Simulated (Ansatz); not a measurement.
Geometry optimisation, RKS CAM-B3LYP/6-31G* in Ansatz.

input.yaml

```yaml
crystal:
  periodic: [false, false, false]
  atoms:
    - { symbol: B, position_ang: [0.05709, -0.37631, 0.23375] }
    - { symbol: "N", position_ang: [-0.199766, -0.778718, 1.627249] }
    - { symbol: H, position_ang: [-1.107314, -1.092132, 1.945937] }
    - { symbol: H, position_ang: [0.550187, -0.978097, 2.275837] }
    - { symbol: H, position_ang: [1.186273, -0.190168, -0.105984] }
    - { symbol: H, position_ang: [-0.880585, -0.298357, -0.50698] }
    - { symbol: "N", position_ang: [-0.206704, 2.252404, 1.004304] }
    - { symbol: H, position_ang: [-1.043811, 2.717884, 0.674311] }
    - { symbol: Si, position_ang: [1.213572, 3.186633, 1.35173] }
    - { symbol: H, position_ang: [2.308469, 2.229166, 1.650812] }
    - { symbol: H, position_ang: [1.55279, 3.998657, 0.151878] }
    - { symbol: H, position_ang: [1.119002, 4.119646, 2.515786] }
    - { symbol: H, position_ang: [-0.435803, 1.472292, 1.643869] }
basis:
  gaussian: { orbitals: "6-31G*" }
hamiltonian:
  xc: cam_b3lyp
relax:
  f_tol: 0.03
  max_steps: 50
```

Command:

```bash
$ ansatz run input.yaml --threads 2 --pin off --max-ram 3072MiB --backend cpu --events-out ev --progress --plain --runs-dir out
```

**Question.** Where does it end, and by what steps?

**Answer.** It converged. The force dipped under the threshold on the way, but the program's further checks kept it going. After 49 steps the energy has fallen by 0.184 eV; H6 moved furthest, 1.71 Å.

| step | energy less start (eV) | largest force component (eV/Å) | accepted |
| --- | --- | --- | --- |
| 0 | 0.0000 | 2.160 | yes |
| 2 | -0.1348 | 0.283 | yes |
| 4 | -0.1446 | 0.197 | yes |
| 6 | -0.1484 | 0.086 | yes |
| 8 | -0.1475 | 0.409 | no |
| 10 | -0.1552 | 0.080 | yes |
| 12 | -0.1571 | 0.096 | yes |
| 14 | -0.1577 | 0.105 | yes |
| 16 | -0.1602 | 0.119 | yes |
| 18 | -0.1626 | 0.030 | yes |
| 20 | -0.1590 | 0.267 | no |
| 22 | -0.1645 | 0.023 | yes |
| 24 | -0.1652 | 0.123 | no |
| 26 | -0.1670 | 0.124 | yes |
| 28 | -0.1692 | 0.025 | yes |
| 30 | -0.1692 | 0.281 | no |
| 32 | -0.1726 | 0.103 | yes |
| 34 | -0.1742 | 0.206 | yes |
| 36 | -0.1762 | 0.074 | yes |
| 38 | -0.1779 | 0.092 | yes |
| 40 | -0.1795 | 0.127 | yes |
| 42 | -0.1809 | 0.073 | yes |
| 44 | -0.1826 | 0.096 | yes |
| 46 | -0.1831 | 0.049 | no |
| 48 | -0.1834 | 0.030 | yes |
| 49 | -0.1839 | 0.013 | yes |

```xyz
13
Properties=species:S:1:pos:R:3
B -0.291 -1.238 0.350
N 0.205 -0.489 1.414
H -0.319 -0.319 2.261
H 1.155 -0.146 1.455
H 0.414 -1.440 -0.593
H -1.414 -1.647 0.406
N 0.035 2.724 0.488
H -0.684 3.309 0.086
Si 1.051 3.313 1.746
H 2.130 2.309 1.949
H 1.638 4.613 1.335
H 0.419 3.527 3.083
H -0.227 1.746 0.483
```

The run took 2.1 min on 2 threads of Arm Neoverse V1, with other jobs on the host, peak memory 0.19 GiB.
